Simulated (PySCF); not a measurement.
**Spinor energies of Ge (germanium, neutral)**

Start: [Ar] 3d10 4s1 4p3; 4s1/2 filled at m_j = +1/2; 4p3/2 filled at m_j = -1/2, +1/2, +3/2. Calculated with PySCF 2.14 in x2c-TZVPall-2c with one added diffuse shell each of s, p, d type (7s8p5d1f, 63 functions): generalised Hartree-Fock with the X2C-1e Hamiltonian and a Gaussian nucleus; one run each with spin-orbit coupling (SO) switched off, then screened by Boettger's factors. This is a chosen level, not necessarily the ground level.

| spinor shell | electrons | ε, spin-free (eV) | ε, screened SO (eV) | weight of nominal j (screened SO) | rms radius, screened SO (bohr) |
| --- | --- | --- | --- | --- | --- |
| 1s1/2 | 2 | -11180.4 | -11180.2 | 1.000 | 0.0542 |
| 2s1/2 | 2 | -1455.0 | -1454.9 | 1.000 | 0.227 |
| 2p1/2 | 2 | -1266.9 | -1288.7 | 1.000 | 0.201 |
| 3s1/2 | 2 | -202.46 | -202.45 | 1.000 | 0.668 |
| 3p1/2 | 2 | -142.88 | -146.00 | 0.996 | 0.693 |
| 3p3/2 | 4 | -142.88 | -141.37 | 0.998 | 0.703 |
| 3d3/2 | 4 | -44.623 | -45.028 | 0.954 | 0.816 |
| 3d5/2 | 6 | -44.623 | -44.343 | 0.969 | 0.813 |
| 4s1/2 | 1 | -20.536 | -20.533 | 1.000 | 2.32 |
| 4p3/2 | 3 | -9.301 | -9.302 | 0.656 | 2.94 |

Q: Where does 2p3/2 lie, and what is the 2p spin-orbit splitting (screened SO)?

A: At -1256.3 eV, 32.413 eV above 2p1/2.

```tsv
quantity	spin-free	screened SO
E (hartree)	-2096.87888	-2096.95630
M_J	2	2
⟨J²⟩	6.003	6.003
⟨L²⟩	0.000	0.004
⟨S²⟩	6.003	6.002
```

Each row is a mean over spinors that exchange with the open shell spreads, by up to 0.789 eV (3s1/2).

Rows whose weight is well below 1 are mixtures of j = l ± 1/2: exchange outweighs spin-orbit coupling there, and the label is only the starting occupation.

Without spin-orbit coupling the j labels of p, d and f shells carry no meaning; the spin-free column gives the mean over the occupied spinors of each nl shell.
